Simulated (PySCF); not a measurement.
Worked example: oscillator strength and radiative lifetime

C₂H₉OPSi, SMILES C[Si](C)(O)P.

The structure is a stationary point at B3LYP-D3(BJ)/def2-SVP. Other conformers were not sampled.

PySCF with TDDFT-B3LYP/def2-SVPD puts the first singlet state with f over 0.02 at 6.78 eV (vertical), with the transition dipole (-0.002, 0.398, 0.067) in atomic units.

Task: Find the oscillator strength, the wavelength and the radiative lifetime that this transition would have in vacuum if emission retraced absorption.

Result: 
|μ|² = 0.1629 au, so |μ| = 1.03 D. ΔE = 6.78/27.211 = 0.2492 hartree. f = (2/3) ΔE |μ|² = 0.027 (the program prints 0.027).
λ = 1239.84/6.78 = 183 nm; ν = 54684 cm⁻¹.
Einstein's coefficient A = 0.6670 ν² f s⁻¹ (ν in cm⁻¹) = 5.4e7 s⁻¹, so τ = 1/A = 19 ns. This state is S3; the lower singlets have f = 0.016, 0.017. The figure is the radiative limit of this one transition; relaxation, internal conversion, crossing to triplets and a medium change what is measured.
